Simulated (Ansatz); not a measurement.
Computed with Ansatz on PBE0-D4/def2-TZVP structures; ΔE is electronic, products minus reactants. CCSD(T)/CBS is the MP2 limit (def2-TZVPP, def2-QZVPP) plus CCSD(T) − MP2 in def2-TZVPP, frozen cores. Functionals use def2-TZVPP. HSE06 is defined as in plane-wave codes. For Ge outer-core shells are correlated without core-valence functions, which leaves a few kJ/mol of doubt a bond. Scalar relativity is left out up to krypton. One conformer a species, not always the lowest.

Reaction (ligand exchange at the Si–O bond): `[OH][Ge][O][SiH3]` + `S[CH2][GeH3]` → `[SiH3]S[CH2][GeH3]` + `[OH][Ge][OH]`

Problem. Is it downhill or uphill in electronic energy at CCSD(T)/CBS, and by how much? (Estimate.)

Solution. Ansatz gave: Uphill: ΔE = +50.8 kJ/mol.

Problem. What do these levels give: LDA (SPW92), BLYP-D4, r2SCAN-D4, B97M-V, ωB97X-V, revPBE, HSE06, RPA@PBE/def2-TZVPP, CCSD/def2-SVP, MP2/def2-TZVPP, MP2/def2-QZVPP, CCSD/CBS(def2)? (An estimate is asked.)

Solution. The calculation gave: LDA (SPW92) 40.8, BLYP-D4 48.9, r2SCAN-D4 48.0, B97M-V 52.1, ωB97X-V 51.1, revPBE 37.5, HSE06 42.7, RPA@PBE/def2-TZVPP 58.4, CCSD/def2-SVP 60.3, MP2/def2-TZVPP 52.2, MP2/def2-QZVPP 50.3, CCSD/CBS(def2) 53.8 kJ/mol.

Largest T1 diagnostic among the species: 0.015.

At CCSD(T), def2-SVP lies +7.8 kJ/mol from the extrapolated value and def2-TZVPP +4.3 kJ/mol. In def2-TZVPP, CCSD(T) changes the Hartree–Fock value by −16.2 kJ/mol (the triples alone add −3.1 kJ/mol) and MP2 by −19.1 kJ/mol.
